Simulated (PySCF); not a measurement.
Vertical excitations of a molecule C3H9ClOSi from PySCF with TDA-PBE0/def2-SVPD, as energy in eV (oscillator strength): 7.00 (0.018), 7.26 (0.010), 7.52 (0.011), 7.56 (0.025), 7.70 (0.012), 7.75 (0.047). Lowest triplet (TDA): 6.73 eV. Coordinates come from a B3LYP-D3(BJ)/def2-SVP optimisation. The values are those of a single conformer.

Q: Pick the molecule that these values belong to.
A. C[C@H](CCl)[SiH2]O
B. COC[Si@H](C)Cl
C. C[Si@H](O)CCCl
D. OCCC[SiH2]Cl

A: B, COC[Si@H](C)Cl
